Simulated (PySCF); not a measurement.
# SMILES C(=C=C(B(C)C)C)(C)C, C8H15B

Geometry:
| atom | x (Å) | y (Å) | z (Å) |
| --- | --- | --- | --- |
| C1 | -1.144 | 1.270 | -0.987 |
| B2 | -1.219 | -0.213 | -0.471 |
| C3 | -2.610 | -0.956 | -0.407 |
| C4 | 0.062 | -0.994 | -0.012 |
| C5 | -0.015 | -2.408 | 0.520 |
| C6 | 1.226 | -0.373 | -0.119 |
| C7 | 2.364 | 0.269 | -0.240 |
| C8 | 3.177 | 0.197 | -1.506 |
| C9 | 2.914 | 1.116 | 0.878 |
| H10 | -1.626 | 1.349 | -1.977 |
| H11 | -0.132 | 1.695 | -1.047 |
| H12 | -1.754 | 1.908 | -0.322 |
| H13 | -2.585 | -1.840 | -1.070 |
| H14 | -3.472 | -0.338 | -0.698 |
| H15 | -2.794 | -1.362 | 0.602 |
| H16 | -0.450 | -3.085 | -0.232 |
| H17 | -0.671 | -2.460 | 1.403 |
| H18 | 0.972 | -2.801 | 0.803 |
| H19 | 3.322 | 1.206 | -1.928 |
| H20 | 4.179 | -0.214 | -1.302 |
| H21 | 2.694 | -0.430 | -2.267 |
| H22 | 2.250 | 1.121 | 1.752 |
| H23 | 3.052 | 2.157 | 0.542 |
| H24 | 3.903 | 0.746 | 1.196 |

Theory: PySCF 2.14.0, quadratic response CAM-B3LYP/def2-SVPD first hyperpolarisability, Taylor convention, gas phase. Geometry: PBE0-D3(BJ)/def2-SVP.

**Question.** Give the tensor of the static β(0;0,0) in the axes of these coordinates.

**Answer.** In au, Taylor convention; rows are the first index (the induced dipole):
|  | xx | yy | zz | xy | xz | yz |
| --- | --- | --- | --- | --- | --- | --- |
| x | +170.4 | -12.6 | +15.9 | -81.0 | +48.8 | -2.5 |
| y | -81.0 | +12.8 | +5.5 | -12.6 | -2.5 | -3.2 |
| z | +48.8 | -3.2 | -0.4 | -2.5 | +15.9 | +5.5 |

Norm of βᵢ = ⅓ Σⱼ (βᵢⱼⱼ + βⱼᵢⱼ + βⱼⱼᵢ): 190.2 au, hyper-Rayleigh value 90.7 au.
